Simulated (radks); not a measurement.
The numbers below are computed, except where a source is named.
Initial-state core-level shifts of the gadolinium ion Gd3+ when its valence configuration changes from [Xe] 4f7. Level of theory: scalar-relativistic Kohn-Sham, r2SCAN, spin-polarised, spherical densities, finite nucleus; open shells are filled with parallel spins first (spin-orbit coupling, left out, can overturn this in heavy ions); meta-GGA in the generalised Kohn-Sham scheme; Fermi nuclear charge, rms radius 5.1569 fm (a radial shooting solver on a logarithmic mesh with Libxc functionals). Shifts are changes of the shell-averaged eigenvalues in eV (positive: less bound); the change of the density at the nucleus, which sets a Mossbauer isomer shift, is in e/bohr^3, on a base of 6.579e+05.

[
 {"valence": "4f6 6p1", "1s": "-12.768", "2p": "-13.487", "4p": "-13.593", "4d": "-13.199", "density at nucleus": "+44.17"},
 {"valence": "4f6 5d0.5 6p0.5", "1s": "-10.529", "2p": "-11.184", "4p": "-11.355", "4d": "-10.955", "density at nucleus": "+39.43"},
 {"valence": "4f6 6s1", "1s": "-11.609", "2p": "-12.336", "4p": "-12.445", "4d": "-12.052", "density at nucleus": "+102.11"},
 {"valence": "4f5 6s2", "1s": "-24.503", "2p": "-26.073", "4p": "-26.037", "4d": "-25.185", "density at nucleus": "+220.54"},
 {"valence": "4f6 5d1", "1s": "-8.246", "2p": "-8.839", "4p": "-9.069", "4d": "-8.663", "density at nucleus": "+34.94"},
 {"valence": "4f5 5d2", "1s": "-17.124", "2p": "-18.395", "4p": "-18.676", "4d": "-17.810", "density at nucleus": "+73.81"},
 {"valence": "4f6.5 5d0.5", "1s": "-4.042", "2p": "-4.327", "4p": "-4.462", "4d": "-4.266", "density at nucleus": "+17.00"},
 {"valence": "4f5 5d1 6p1", "1s": "-21.850", "2p": "-23.260", "4p": "-23.396", "4d": "-22.532", "density at nucleus": "+83.23"},
 {"valence": "4f5 6p2", "1s": "-26.488", "2p": "-28.051", "4p": "-28.006", "4d": "-27.145", "density at nucleus": "+94.15"}
]
